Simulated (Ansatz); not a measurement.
Conformers of CH8O2Si2, SMILES `CO[SiH](O)[SiH3]`, each relaxed with PBE0-D4/def2-TZVP in Ansatz. CBS adds the triple-zeta coupled-cluster correction to the MP2 limit.

Not all of them had a frequency check.

Conformer A:

Cartesian coordinates in Å:
```
C -1.823 1.009 1.035
O -0.498 0.620 0.745
Si -0.072 -0.238 -0.586
O -0.694 -1.765 -0.598
Si 2.271 -0.237 -0.559
H -1.796 1.757 1.830
H -2.313 1.448 0.159
H -2.419 0.156 1.376
H -0.678 0.382 -1.794
H -0.352 -2.387 0.046
H 2.764 -1.019 0.609
H 2.808 1.147 -0.467
H 2.802 -0.873 -1.796
```

Conformer B:

Z-matrix (Å, degrees):
```
C
O 1 1.409
H 1 1.095 2 111.0
H 1 1.097 2 111.6 3 121.5
H 1 1.091 2 108.5 3 -119.2
Si 2 1.639 1 124.0 3 -75.8
Si 6 2.335 2 105.6 1 -174.9
O 6 1.649 2 113.0 1 67.0
H 6 1.497 2 108.1 1 -51.7
H 7 1.487 6 110.4 2 -63.3
H 7 1.488 6 109.9 2 176.6
H 7 1.488 6 110.2 2 57.1
H 8 0.958 6 117.8 2 -96.5
```

(1) Which is lowest in electronic energy at CCSD(T)/CBS (frozen core, def2 sets), and by how much? (Best estimate.)

(2) Give the energies relative to A (kJ/mol) with r2SCAN-D4/def2-TZVPP, ωB97X-V/def2-TZVPP, PBE0/def2-TZVPP, MP2/def2-TZVPP, SCS-MP2/def2-TZVPP, HF/def2-QZVPP, CCSD/CBS(def2). (Best estimate.)

## Answers

(1) The calculation gave: A; B lies 2.5 kJ/mol higher.

(2) The calculation gave: 
| level | B |
| --- | --- |
| r2SCAN-D4/def2-TZVPP | 3.5 |
| ωB97X-V/def2-TZVPP | 2.7 |
| PBE0/def2-TZVPP | 3.1 |
| MP2/def2-TZVPP | 2.9 |
| SCS-MP2/def2-TZVPP | 2.8 |
| HF/def2-QZVPP | 1.5 |
| CCSD/CBS(def2) | 2.2 |
